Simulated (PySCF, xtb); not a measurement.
Protons, H atoms and electrons added to or taken from N=C=O. All species are isolated molecules in the gas phase. One relaxed conformer stands for each flexible species; it need not be the lowest. Strings in code marks are SMILES.

Quantity: proton affinity at 298 K, in kcal/mol. Enthalpy corrections at 298 K come from GFN2-xTB frequencies (xtb).

Level 1: M06-2X/def2-TZVP (PySCF)
Level 2: B3LYP/3-21G // M06-2X/def2-TZVP (PySCF)
Level 3: PBE/6-31G* // M06-2X/def2-TZVP (PySCF)
Level 4: HF/3-21G // M06-2X/def2-TZVP (PySCF)

```json
[
 {"species": "proton added at N1: `O=C=[NH2+]`", "level 2": "182.1", "level 3": "173.7", "level 4": "186.4"},
 {"species": "proton added at O3: `N=C=[OH+]` (not the most basic site)", "level 2": "165.8", "level 3": "155.1", "level 4": "172.1"}
]
```

Question: What does level 1 give for each?

Answer: 
- proton added at N1: `O=C=[NH2+]`: 171.8
- proton added at O3: `N=C=[OH+]` (not the most basic site): 157.7
